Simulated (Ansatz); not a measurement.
A run for Ansatz (a program for electronic structure): R-CCSD(T)/cc-pV(T+d)Z on AlH5N2O (SMILES [NH2][Al]([NH2])[OH]), a point of a torsion scan. Files ending in .json are basis or fitting sets from the Basis Set Exchange.

Ansatz 0.2 input:
```yaml
crystal:
  periodic: [false, false, false]
  atoms:
    - {symbol: N, position_ang: [1.27907523, -1.24550854, -0.06354215]}
    - {symbol: Al, position_ang: [-0.04725618, -0.22562002, -0.70697461]}
    - {symbol: N, position_ang: [0.20893575, 0.64080531, -2.24119396]}
    - {symbol: O, position_ang: [-1.46724597, -0.06134769, 0.11199486]}
    - {symbol: H, position_ang: [2.18859147, -0.85913310, 0.14156639]}
    - {symbol: H, position_ang: [1.07388010, -1.93393247, 0.65035336]}
    - {symbol: H, position_ang: [1.02238905, 0.52704686, -2.82419110]}
    - {symbol: H, position_ang: [-0.46106835, 1.23601047, -2.70404040]}
    - {symbol: H, position_ang: [-2.32648126, 0.10621705, 0.46674313]}
basis:
  gaussian:
    orbitals: cc-pV_T+d_Z.json
magnetization: {spin_polarized: false}
correlation: {method: ccsd_t, electrons: outside_noble_gas}
scf: {lower_state_search: off}
```

Program output:

```
WARN ansatz: RAYON_NUM_THREADS=1 ignored (pool sized by the plan → 1); use --threads N
Functional definition: HF
these checks for a lower state are left out or cut short: stability, starts, cluster_reference, orbital_swaps, neighbouring_geometries, increment
integrals: 0.79 GiB planned
1161 factors; integrals over basis functions are off by at most 9.1e-4 eV
mean field: 0.54 GiB planned
mean field evaluation 1: about -11662.4383 eV, gradient 5.9e1 eV
mean field evaluation 2: about -11662.4953 eV, gradient 5.9e1 eV
mean field evaluation 4: about -11668.6468 eV, gradient 3.0e0 eV
mean field evaluation 8: about -11668.6941 eV, gradient 3.2e-1 eV
mean field -11668.69456006 eV, -428.8166157568 hartree, gradient 1.4e-6 eV, S^2 0.000000; 0 other end points of the search recorded, 0 dependent functions left out
8 core orbitals not correlated
reference -11668.69456006 eV, -428.8166157568 hartree; 12, 12 occupied and 179, 179 virtual orbitals, 1161 factors
second order -20.50695633 eV of doubles, -0.00000000 eV of singles
coupled cluster: 1.15 GiB planned
cycle   1  -20.55654656 eV  change   -5.0e-2 eV  update   8.1e-2
cycle   2  -20.95830161 eV  change   -4.0e-1 eV  update   2.3e-2
cycle   3  -21.05158125 eV  change   -9.3e-2 eV  update   1.2e-2
cycle   4  -21.04131683 eV  change    1.0e-2 eV  update   2.7e-3
cycle   5  -21.04111346 eV  change    2.0e-4 eV  update   1.3e-3
cycle   6  -21.04140975 eV  change   -3.0e-4 eV  update   3.5e-4
cycle   7  -21.04112293 eV  change    2.9e-4 eV  update   1.2e-4
cycle   8  -21.04108843 eV  change    3.4e-5 eV  update   4.4e-5
cycle   9  -21.04109530 eV  change   -6.9e-6 eV  update   1.8e-5
perturbative correction -0.74784000 eV, -0.0274826130 hartree
Total energy: -11690.48349536 eV, -429.6173443601 hartree
Checks for a lower state left out: stability, starts, cluster_reference, orbital_swaps, neighbouring_geometries, increment
```

The calculation finished and met its thresholds.

Cost: roughly 110 core-seconds.
